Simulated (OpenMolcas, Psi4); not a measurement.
# From OpenMolcas to Psi4

This OpenMolcas 26.06 job computes singlet CH2NSn−:

mol.input:
```
&GATEWAY
 BasLib
 $CurrDir
 BasisSet
 N.def2-SVPD....
 N1 0.833800 -1.535700 1.665600 angstrom
 End of Basis
 BasisSet
 C.def2-SVPD....
 C2 0.506000 -0.851500 0.796000 angstrom
 End of Basis
 BasisSet
 Sn.def2-SVPD....
 Sn3 0.009600 0.331100 -0.886300 angstrom
 End of Basis
 BasisSet
 H.def2-SVPD....
 H4 -1.648500 0.038200 -1.184000 angstrom
 H5 0.349000 1.944400 -0.432600 angstrom
 End of Basis

&SEWARD
 GridInput
 Grid=UltraFine
 End of Grid

&SCF
 Charge
 -1
 KSDFT
 HYB_GGA_XC_BHANDHLYP
 Thresholds
 1e-10 1e-07 1e-07 1e-05
 PrOrbitals
 0
```

```bash
$ export MOLCAS_MEM=1860
$ pymolcas mol.input > mol.log
```

(Basis files named in the input come from the Basis Set Exchange and aren't shown.)

Geometry: relaxed at PBE0-D4/def2-TZVP. That shape belongs to the parent species and isn't relaxed for this state.

It gives a total energy of -308.163171 Eh.

**Question.** Write the same calculation for Psi4 1.11 as an input file of the program's own, asking for the gradient.

**Answer.** This input was run:

calc.in:
```
memory 2200 mb

molecule m {
  -1 1
  N      0.833800    -1.535700     1.665600
  C      0.506000    -0.851500     0.796000
  Sn     0.009600     0.331100    -0.886300
  H     -1.648500     0.038200    -1.184000
  H      0.349000     1.944400    -0.432600
  symmetry c1
  no_reorient
  no_com
}

set basis def2-SVPD
set puream true
set e_convergence 1e-09
set d_convergence 1e-08
set scf_type pk
set dft_radial_points 99
set dft_spherical_points 590

e, wfn = gradient("bhhlyp", return_wfn=True)
oeprop(wfn, "MAYER_INDICES", "LOWDIN_CHARGES", "MULLIKEN_CHARGES", title="BHHLYP")
print_variables()
```

```bash
$ psi4 -n 1 calc.in calc.out
```

Its energy is -308.163173 Eh, 0.002 mEh from the first.
